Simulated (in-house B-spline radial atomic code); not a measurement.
Configurations of Al⁵⁺, with energies counted from [He] 2s2 (2p1/2)2 (2p3/2)2. Method: Dirac-Hartree-Fock, average of each configuration as written, Fermi nucleus of rms radius 3.061 fm. Calculated with a radial B-spline atomic code at the basis-set limit. Energies include first-order Breit, QED and recoil terms.

Occupations are held fixed; configurations that lie above the ionisation limit could autoionise.

```tsv
configuration	E - E(ref) (eV)	highest orbital	its <r> (bohr)
[He] 2s2 (2p1/2)1 (2p3/2)3	-0.25624	2p3/2	0.5381
[He] 2s2 (2p1/2)1 (2p3/2)2 3s1	115.59	3s1/2	1.596
[He] 2s2 (2p1/2)2 (2p3/2)1 (4d3/2)1	162.63	4d3/2	3.312
[He] 2s1 (2p3/2)4 (3p1/2)1	167.73	3p1/2	1.675
[He] 2s1 (2p1/2)2 (2p3/2)2 (5d3/2)1	212.25	5d3/2	5.527
[He] 2s1 (2p3/2)4 (6f7/2)1	221.42	6f7/2	7.978
```

Question: Order these further configurations by energy, lowest first.
A. [He] 2s1 (2p1/2)1 (2p3/2)3 (5g7/2)1
B. [He] 2s1 (2p1/2)1 (2p3/2)4
C. [He] 2s2 (2p1/2)1 (2p3/2)2 5s1
D. [He] 2s2 (2p1/2)2 (2p3/2)1 (5p1/2)1
E. [He] 2s1 (2p1/2)2 (2p3/2)2 (6d3/2)1

Answer: B (43.239 eV), C (169.66 eV), D (172.3 eV), A (212.69 eV), E (218.52 eV).

Question: How far above the reference does [He] 2s2 (2p3/2)4 lie?

Answer: 2.3861 eV; its least bound orbital is 2p3/2 with <r> = 0.5385 bohr.

Question: How far above the reference does [He] 2s1 (2p3/2)4 (5p3/2)1 lie?

Answer: 212.81 eV; its least bound orbital is 5p3/2 with <r> = 5.356 bohr.

Question: Is the reference the lowest configuration at this level of theory?

Answer: No: [He] 2s2 (2p1/2)1 (2p3/2)3 lies 0.2562 eV lower. Averages of configurations without correlation can order differently from the measured ground levels.
